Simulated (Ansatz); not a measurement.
The Ge1–Cl2 bond of ClGeH3 (SMILES [Cl][GeH3]) is stretched (multiplicity 1, the rest rigid).
Geometry at rest (charge 0, multiplicity 1):
```xyz
5

Ge    -0.6844     0.0316     0.0036
Cl     1.4882    -0.0688    -0.0077
H     -1.0696     1.4667    -0.3737
H     -1.1432    -0.3267     1.4217
H     -1.1862    -0.9829    -1.0303
```

Correlated levels freeze the cores. Filled d and f shells under p-block atoms count as core.

Codes used: Ansatz (Gaussian basis) for Hartree–Fock, density functionals and correlated methods. 

Energies above the point at 2.175 Å (the B3LYP-D3(BJ) bond length), FIC-MRCISD+Q on CASSCF(6,4)/def2-SVP (kcal/mol): 12.59 at 1.957 Å; 6.82 at 2.392 Å; 89.93 at 6.960 Å.

Question: Take the last value as the depth D of a Morse curve D(1 − e^(−a(R − R₀)))², fit a and R₀ to the two near points, and test it at 2.936 and 3.806 Å.

Answer: 
With D = 89.9, both near points (counted from the curve's value at 2.175 Å) are met by a = 1.47 Å⁻¹ and R₀ = 2.173 Å, so k = 2Da² = 390 kcal/(mol Å²). The curve then gives 40.9 and 74.4 kcal/mol; the level itself gives 43.0 and 80.9, so Morse is off by -2.0 and -6.5.

Doubts at one or more of the structures used: active orbitals that take no part (FIC-MRCISD+Q on CASSCF(6,4)/def2-SVP).

Ansatz is a quantum-chemistry and plane-wave program.
